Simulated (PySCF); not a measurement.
SiClFI₂, SMILES F[Si](Cl)(I)I. Coordinates come from a PBE-D3(BJ)/def2-SVP optimisation. The def2 effective core potentials stand for the cores of I; spin–orbit coupling is left out.

Give the equilibrium geometry at PBE-D3(BJ)/def2-SVP (PySCF confirms it by a frequency run) as Cartesian coordinates in Å, and its point group. (Estimate from the structure and the level; the computed values follow.)

point group Cs.
```xyz
5

F      1.9479    -1.0778     0.0000
Si     0.3657    -0.6981     0.0000
Cl    -0.6876    -2.4650     0.0000
I     -0.1034     0.5790    -2.0219
I     -0.1034     0.5790     2.0219
```
